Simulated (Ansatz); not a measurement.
CH6ClInSi (SMILES [CH3][In]([SiH3])[Cl]): the vertical ionisation energy from total energies

The species is CH6ClInSi (10 atoms), meant as a singlet with charge 0. SMILES: `[CH3][In]([SiH3])[Cl]`. The shape is that of a PBE0-D4/def2-TZVP optimisation.

Both states at this one shape; open shells run unrestricted unless said. 1 Eh = 27.2114 eV.

| level | program | singlet CH6ClInSi (Eh) | doublet CH6ClInSi+ (Eh) | HOMO of the first (eV) |
| --- | --- | --- | --- | --- |
| BHLYP/def2-SVP (core potential) | Ansatz | -981.212031 | -980.870393 | -8.29 |
| wB97X/def2-SVP (core potential) | Ansatz | -981.342711 | -980.994623 | -9.54 |

Work out the vertical ionisation energy at each level.


1. BHLYP/def2-SVP (core potential): -980.870393 − (-981.212031) = 0.341638 Eh = 9.30 eV; −ε(HOMO) = 8.29 eV.
2. wB97X/def2-SVP (core potential): -980.994623 − (-981.342711) = 0.348088 Eh = 9.47 eV; −ε(HOMO) = 9.54 eV.

No measured value is set beside it here; the levels span 9.30 to 9.47 eV. Spin-orbit coupling is left out.
